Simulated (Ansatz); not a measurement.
Question: Name a neutral molecule of B, C, Cl, Si and H with size of the dipole moment (PBE/def2-TZVPP) between 1.80 and 2.10 D and HOMO–LUMO gap (ωB97M-V/def2-TZVPP) between 11.25 and 11.55 eV (Ansatz, PBE0-D4/def2-TZVP geometry).

Answer: `C[Si](C)(C)CBCl` (2.03 D, 11.29 eV). Other molecules can fit too; these were computed, each in one conformer that needn't be the lowest.
